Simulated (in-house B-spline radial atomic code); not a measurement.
A radial electron density 4πr²n(r) was computed for an atom or ion in its tabulated ground configuration with an all-electron radial atomic-structure program (B-spline basis); method: non-relativistic wB97X, spin-polarised, spherical fractional occupations, exact exchange averaged over the configuration. Columns: r (bohr), 4πr²n(r) (electrons per bohr), bar.

```
 0.00244   0.9761 #
 0.00291    1.352 ##
 0.00347    1.863 ##
 0.00413    2.544 ###
 0.00492    3.454 ####
 0.00587    4.662 #####
 0.00699    6.209 #######
 0.00834    8.197 #########
 0.00993    10.63 ############
  0.0118    13.53 ################
  0.0141    16.99 ####################
  0.0168    20.77 ########################
    0.02    24.66 ############################
  0.0239    28.41 #################################
  0.0285    31.45 ####################################
  0.0339    33.31 ######################################
  0.0405    33.69 #######################################
  0.0482    32.52 #####################################
  0.0575    30.24 ###################################
  0.0685     27.9 ################################
  0.0816    26.76 ###############################
  0.0973    27.85 ################################
   0.116     31.2 ####################################
   0.138    35.42 #########################################
   0.165     38.2 ############################################
   0.196     37.2 ###########################################
   0.234    31.85 #####################################
   0.279    24.23 ############################
   0.332    17.93 #####################
   0.396    15.52 ##################
   0.472    16.88 ###################
   0.563    19.12 ######################
   0.671    19.12 ######################
   0.799    15.89 ##################
   0.953    10.76 ############
    1.14    5.855 #######
    1.35    2.668 ###
    1.61   0.9218 #
    1.92   0.2468 
    2.29  0.05226 
    2.73 0.008192
```

Which atom or ion is it?
A. Ni6+
B. Ni5+
C. Co5+
D. Ga6+

B. The area under the curve, ∫4πr²n dr = ∫r·4πr²n d(ln r) on this logarithmic grid, is 23 electrons, which only this option has. The configuration is [Ar] 3d5.
